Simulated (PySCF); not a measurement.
**C₆ coefficients of unlike pairs at PBE0**

Calculated with PySCF 2.14 from the dipole response of each species, C₆(A,B) = (3/π) ∫ α_A(iu) α_B(iu) du, in atomic units, from isotropic polarisabilities. For ions this is the dispersion term alone; charge-induced terms of lower order in 1/R come first.

```json
{"species": "Ne", "configuration": "[Ne] (1S)", "basis": "aug-cc-pCVTZ-DK with one added diffuse shell each of s, p, d, f type (8s7p5d3f)", "relativity": "spin-free X2C", "α (bohr³)": "2.811", "C₆ (like pair)": "6.735"}
{"species": "Be", "configuration": "[He] 2s2 (1S)", "basis": "aug-cc-pCVTZ (7s6p4d2f)", "relativity": "none", "α (bohr³)": "42.77", "C₆ (like pair)": "256.6"}
{"species": "Ne⁺", "configuration": "[He] 2s2 2p5 (2P)", "basis": "aug-cc-pVDZ (4s3p2d)", "relativity": "none", "α (bohr³)": "1.204", "C₆ (like pair)": "2.125"}
{"species": "O", "configuration": "[He] 2s2 2p4 (3P)", "basis": "aug-cc-pwCVQZ (9s8p6d4f2g)", "relativity": "none", "α (bohr³)": "5.368", "C₆ (like pair)": "16.18"}
```

(1) Estimate C₆ for Ne⁺ with Be.

No spin-orbit coupling is included.

The other pairs:

```csv
pair,C₆
"Ne⁺, Ne",3.693
"Be, Ne",29.06
"O, Ne",10.24
"O, Ne⁺",5.376
"O, Be",51.45
```

## Answers

(1) The integral gives 13.43. The combination rule 2 C_A C_B / (C_A α_B/α_A + C_B α_A/α_B) gives 13.19 and the geometric mean 23.35.
